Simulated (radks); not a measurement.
Values are calculated unless marked as measured or tabulated.
Q: Valence configurations of the nitrogen ion N+ (all share [He]). Level of theory: scalar-relativistic Kohn-Sham, r2SCAN, spin-polarised, spherical densities, finite nucleus; open shells are filled with parallel spins first; meta-GGA in the generalised Kohn-Sham scheme; Fermi nuclear charge, rms radius 2.5582 fm (a radial shooting solver on a logarithmic mesh with Libxc functionals). Order these by energy: 2s2 2p2; 2s1 2p3; 2s1.5 2p2.5; 2p4; 2s0.5 2p3.5.

A: From the lowest, in eV above it: 2s2 2p2 0.000; 2s1.5 2p2.5 3.124; 2s1 2p3 4.412; 2s0.5 2p3.5 15.668; 2p4 25.388. NIST lists [He] 2s2 2p2 as the ground configuration; this level of theory agrees among the configurations tried. The energies are those of spherical high-spin densities, not of single terms.
